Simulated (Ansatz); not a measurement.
Basis-set extrapolation for CH$_{4}$AlNS, SMILES `[AlH2]/[N]=C\S` (PBE0-D4/def2-TZVP geometry, frozen core, Ansatz). Multiplicity 1, RHF reference.

```
                      def2-TZVPP   def2-QZVPP
                 HF  -734.151948  -734.174837
    MP2 correlation    -0.614055    -0.659822
CCSD(T) correlation    -0.682548      not run
```

Energies in hartree. Use E(X) = E(∞) + A·exp(−7.88·√X) for Hartree–Fock and E(X) = E(∞) + B·X^(−2.97) for correlation, with X = 3 and 4, and add CCSD(T) minus MP2 of the smaller set to the MP2 limit.

What is the CCSD(T) energy at the basis-set limit?

HF limit: -734.174837 + (-0.022889) × 0.13774 = -734.17799. MP2 limit: -0.659822 + (-0.045767) × 0.74074 = -0.69372. Higher-order term: -0.682548 − (-0.614055) = -0.06849. Total: -734.94020 hartree, 277.5 kJ/mol below CCSD(T)/def2-TZVPP.
